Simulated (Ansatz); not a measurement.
`N#Cc1cccc(C#N)c1` + H₂O → `N#CO` + `N#Cc1ccccc1` at 600 K and 1 bar (formal hydrolysis of a C–C bond).

Program: Ansatz. Geometries: PBE0-D4/def2-TZVP. ΔE: electronic, gas phase. CBS: MP2 limit from def2 TZ/QZ plus the TZ coupled-cluster correction, frozen cores. This one scheme is used for every species. One conformer a species, not always the lowest.

```
           species  CCSD(T)/CBS energy (Eh)  H − E (kJ/mol)  S (J/(mol·K))
`N#Cc1cccc(C#N)c1`               -416.19575           333.7          481.2
               H₂O                -76.37941            76.8          212.8
            `N#CO`               -168.48100            84.3          277.2
     `N#Cc1ccccc1`               -324.06264           324.6          423.0
```

H − E and S are ideal-gas, rigid-rotor, harmonic terms from PBE0-D4/def2-TZVP, for one conformer and one mirror image of each species. 1 Eh = 2625.50 kJ/mol, R = 8.31446 J/(mol·K).

Q: By hand: ΔE, ΔH, ΔS and ΔG.

A: ΔE = (-168.48100) + (-324.06264) − (-416.19575) − (-76.37941) = 0.03152 Eh = 82.8 kJ/mol. Δ(H − E) = 84.3 + 324.6 − 333.7 − 76.8 = -1.6, so ΔH = 81.2 kJ/mol. ΔS = 277.2 + 423.0 − 481.2 − 212.8 = 6.2 J/(mol·K). ΔG = 81.2 − 600 × (6.2)/1000 = 77.5 kJ/mol.

Q: By hand: the equilibrium constant, and the temperature at which ΔG would vanish if ΔH and ΔS stayed fixed.

A: log₁₀ K = −ΔG/(RT ln 10) = -6.7. ΔG = 0 at ΔH/ΔS = 13097 K, far beyond where these terms or the molecules hold.

The number of gas molecules stays the same, so ΔS is small and ΔH decides. A doubt of 5 kJ/mol in ΔE shifts log₁₀ K by 0.4 here. Other conformers and mirror images would add mixing entropy, several J/(mol·K) or more a flexible species. These are equilibria of isolated gas molecules and say nothing of rates. Largest T1 diagnostic: 0.014 (customary marks: 0.02 for closed shells, 0.045 for open ones).
